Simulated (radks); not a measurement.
Task: Species: the sulfur ion S3+. Configuration: [Ne] 3p1 4p2 (not the ground configuration). All-electron calculation, Dirac Kohn-Sham, BLYP, spin-unpolarised, spherical densities, finite nucleus; open shells fill j = l - 1/2 first; Fermi nuclear charge, rms radius 3.2611 fm. Program: a radial shooting solver on a logarithmic mesh with Libxc functionals. Some entries of the table are withheld. Estimate them.

orbital,occ.,eigenvalue (eV),<r> (bohr)
1s1/2,2,-2471.326,0.09685
2s1/2,2,-272.5668,0.4767
2p1/2,2,(1),(2)
2p3/2,4,(3),(4)
3s1/2,0,(5),1.431
3p1/2,1,-51.2061,1.528
3p3/2,0,-51.0368,1.532
3d3/2,0,-33.8066,1.699
3d5/2,0,-33.7944,1.700
4p1/2,2,-20.7059,3.437
4p3/2,0,-20.6606,3.443
4f5/2,0,-12.7738,3.825
4f7/2,0,-12.7732,3.826
5p1/2,0,(6),(7)
5p3/2,0,(8),(9)

Result: 
(1) 2p1/2 eigenvalue (eV): -218.6974
(2) 2p1/2 <r> (bohr): 0.4372
(3) 2p3/2 eigenvalue (eV): -217.4132
(4) 2p3/2 <r> (bohr): 0.4395
(5) 3s1/2 eigenvalue (eV): -63.8480
(6) 5p1/2 eigenvalue (eV): -10.2475
(7) 5p1/2 <r> (bohr): 6.275
(8) 5p3/2 eigenvalue (eV): -10.2305
(9) 5p3/2 <r> (bohr): 6.284
